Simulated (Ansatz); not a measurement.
`[CH3][Al]([CH3])[SnH3]`, charge 0, multiplicity 1.

Problem. Give a relaxed structure at PBE0-D4/def2-TZVP (the Gaussian-basis code of Ansatz). (An estimate is asked.)

Solution. Ansatz gave: 
Z-matrix (Å, degrees):
```
C
Al 1 1.955
H 1 1.092 2 113.7
H 1 1.096 2 110.3 3 121.3
H 1 1.096 2 110.5 3 -121.5
C 2 1.955 1 119.7 3 178.8
Sn 2 2.667 1 120.7 3 -1.1
H 6 1.096 2 110.3 1 -60.2
H 6 1.096 2 110.4 1 57.0
H 6 1.092 2 113.8 1 178.6
H 7 1.716 2 112.8 1 -121.9
H 7 1.716 2 112.7 1 119.4
H 7 1.715 2 114.4 1 -1.2
```
Point group Cs.
This is one stationary point; other conformers may exist.
